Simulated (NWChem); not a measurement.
System: GeHCl, singlet; SMILES [Cl][GeH]

```xyz
3

Ge    -0.0407    -0.7424     0.0000
H      1.5565    -0.8790     0.0000
Cl    -0.0150     1.4492     0.0000
```
Atoms are numbered in this order, from 1.

Low-valent species are run as closed-shell singlets; no triplet was tried in these runs. Structure relaxed at the PBE0/def2-SVP level.

Symmetry labels are those of Cs in the frame above (b1 and b2, or b-type labels, depend on it).

### Question
List the 4 lowest vertical singlet excitations from PBE/def2-SVPD, TDA (NWChem).

### Answer
```
state  energy (eV)  oscillator strength  symmetry  leading excitation (squared amplitude)
-----  -----------  -------------------  --------  --------------------------------------
S1            2.65                0.011        a"                      HOMO → LUMO (0.97)
S2            4.38                0.010        a"                    HOMO−1 → LUMO (0.96)
S3            5.01                0.003        a'                    HOMO−2 → LUMO (0.60)
S4            5.31                0.005        a"                    HOMO−3 → LUMO (0.98)
```
